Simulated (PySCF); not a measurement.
Compound: CH5ClGeO.
Z-matrix (Å and degrees, PBE0-D3(BJ)/def2-SVP geometry), rows numbered from 1:
```
C 
O   1  1.4017
Ge  2  1.7714  1  119.40
Cl  3  2.1437  2  105.25  1   178.65
H   1  1.1010  2  108.28  3   179.70
H   1  1.1075  2  112.63  3   -61.51
H   1  1.1075  2  112.74  3    60.85
H   3  1.5378  2  110.04  1    62.08
H   3  1.5380  2  110.07  1   -64.45
```

The calculation used PBE0-D3(BJ)/def2-SVP geometry optimisation, gas phase in PySCF.

Masses are those of the commonest isotopes; rigid-rotor values at the optimised geometry. The values belong to one conformer with, in the numbering `[CH3:1][O:2][GeH2:3][Cl:4]`, C1–O2–Ge3–Cl4 179°.

(1) Give the principal moments of inertia and the rotational constants in cm⁻¹.

(2) Classify the top.

(3) What does the inertial defect say?

(4) Give the other two planar moments, Paa and Pbb, and the rms extents of the mass along the axes.

(5) Give the coordinates in the principal-axis frame, origin at the centre of mass.

(6) Predict some low-J microwave lines.

(7) Estimate the classical rotational partition function at 10 K, 25 K and 50 K.

Results:

(1) Ia = 50.38, Ib = 259.76, Ic = 300.18 u·Å²; 505379 MHz·u·Å²/I gives 10032, 1946 and 1684 MHz, that is A = 0.33464, B = 0.06490, C = 0.05616 cm⁻¹.

(2) A near-prolate asymmetric top; Ray's κ = -0.937.

(3) Not planar: Δ = Ic − Ia − Ib = -9.95 u·Å². For a rigid frame Δ = −2 Σ m c², so Σ m c² = 4.98 u·Å² lies off the ab plane, practically all of it from hydrogen. The atom farthest from that plane is 1.30 Å away.

(4) Paa = Σ m a² = (Ib + Ic − Ia)/2 = 254.78 and Pbb = Σ m b² = (Ia + Ic − Ib)/2 = 45.40 u·Å². With the mass M = 141.92 u, the rms extents √(P/M) along a, b and c are 1.34, 0.57, 0.19 Å.

(5) The sense of each axis is arbitrary; atoms in the order of the calculation.
```csv
atom,mass (u),a (Å),b (Å),c (Å)
C1,12.000,-2.620,-0.485,0.010
O2,15.995,-1.257,-0.814,-0.014
Ge3,73.921,-0.049,0.481,-0.001
Cl4,34.969,1.848,-0.518,0.003
H5,1.008,-3.201,-1.419,-0.008
H6,1.008,-2.908,0.070,0.924
H7,1.008,-2.930,0.119,-0.865
H8,1.008,-0.168,1.300,1.295
H9,1.008,-0.160,1.320,-1.285
```

(6) The dipole components are |μa| = 2.03 D, |μb| = 1.93 D, |μc| = 0.00 D; the mirror of this Cs structure is the ab plane, so μc vanishes by symmetry (the 0.02 D computed is a residue) and there are no c-type lines. Intensities carry the squares of the components, which stand as 1.00 : 0.90 (a : b). Some lines, for components of 0.1 D or more:

```tsv
type	branch	J(Ka,Kc)	MHz	lower level (cm⁻¹)
a	Q	2(1,1) ← 2(1,2)	786	0.624
a	R	2(1,1) ← 1(1,0)	7520	0.400
b	Q	1(1,0) ← 1(0,1)	8349	0.121
b	Q	2(1,1) ← 2(0,2)	8617	0.363
b	Q	3(1,2) ← 3(0,3)	9031	0.725
a	R	3(0,3) ← 2(0,2)	10862	0.363
a	R	3(2,1) ← 2(2,0)	10913	1.460
b	Q	2(2,0) ← 2(1,1)	24266	0.650
b	Q	2(2,1) ← 2(1,2)	25046	0.624
b	R	2(2,1) ← 1(1,0)	31780	0.400
b	R	2(2,0) ← 1(1,1)	32048	0.391
b	R	3(2,2) ← 2(1,1)	35147	0.650
b	R	3(2,1) ← 2(1,2)	35965	0.624
b	Q	3(3,0) ← 3(2,1)	41061	1.824
b	R	3(3,1) ← 2(2,0)	51973	1.460
```

(7) Point group Cs, symmetry number σ = 1; q = (√π/σ)·√((kT/h)³/(ABC)), k/h = 20836.6 MHz/K: 930 at 10 K, 3680 at 25 K, 10400 at 50 K.

No PBE0-D3(BJ)/def2-SVP frequencies stand behind this structure, so it isn't proved a minimum. No vibrational averaging or centrifugal distortion is included, and the geometry carries the error of its method. A rigid rotor knows nothing of internal rotation, which can split or shift real lines. Quadrupole hyperfine structure (35Cl) is left out.

On an Arm Neoverse V1 with one thread, no GPU, on a shared host, this took 44 s wall. These figures are those of the optimisation.
